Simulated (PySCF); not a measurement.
Ge²³⁺: fine-structure interval

Ge²³⁺ [He] 2s2 2p5 [2p1/2^2 2p3/2^3, M_J = 3/2] → Ge²³⁺ [He] 2s2 2p5 [2p1/2^1 2p3/2^4, M_J = 1/2], as a difference of total energies. All numbers are calculated (PySCF 2.14, the two-component X2C-1e Hamiltonian, in an uncontracted even-tempered set (18 s from 6.6 bohr⁻², ratio 2.4; 12 p from 8.6 bohr⁻², ratio 2.4; 5 d from 36 bohr⁻², ratio 2.6; 5 f from 54 bohr⁻², ratio 2.6)). Correlated levels: nothing frozen; the 34 highest virtual spinors dropped. "Screened" scales the spin-orbit matrix elements by Boettger's factors to mimic the two-electron term; Breit and QED terms are absent.

```json
{"method": "GHF (screened spin-orbit)", "fine-structure interval (cm⁻¹)": "269870"}
{"method": "GMP2 (screened spin-orbit)", "fine-structure interval (cm⁻¹)": "270680"}
{"method": "GHF (bare spin-orbit)", "fine-structure interval (cm⁻¹)": "288230"}
```
